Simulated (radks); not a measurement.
The numbers below are computed, except where a source is named.
Spin polarisation of the 6s1 shell in neutral gold. Start: [Xe] 4f14 5d10 6s(up 0.5, down 0.5); electrons of 6s are moved from spin down to spin up, other shells keep equal spins. Level of theory: scalar-relativistic Kohn-Sham, PBE, spin-polarised, spherical densities, point nucleus (a radial shooting solver on a logarithmic mesh with Libxc functionals).

| moment (Bohr magnetons) | E - E(0) (eV) | e(6s up) (eV) | e(6s down) (eV) | 5d down minus up (eV) | 5p down minus up (eV) |
|---|---|---|---|---|---|
| 0 | 0.000 | -5.762 | -5.762 | 0.000 | 0.000 |
| 0.25 | -0.011 | -5.849 | -5.671 | 0.072 | 0.006 |
| 0.5 | -0.044 | -5.931 | -5.576 | 0.144 | 0.011 |
| 0.75 | -0.100 | -6.009 | -5.475 | 0.215 | 0.017 |
| 1 | -0.178 | -6.082 | -5.368 | 0.287 | 0.022 |

At moment 1 the spin-polarisation energy is -0.178 eV and the 6s exchange splitting 0.714 eV, that is 0.714 eV per Bohr magneton; E = -I m^2/4 would give I = 0.711 eV.
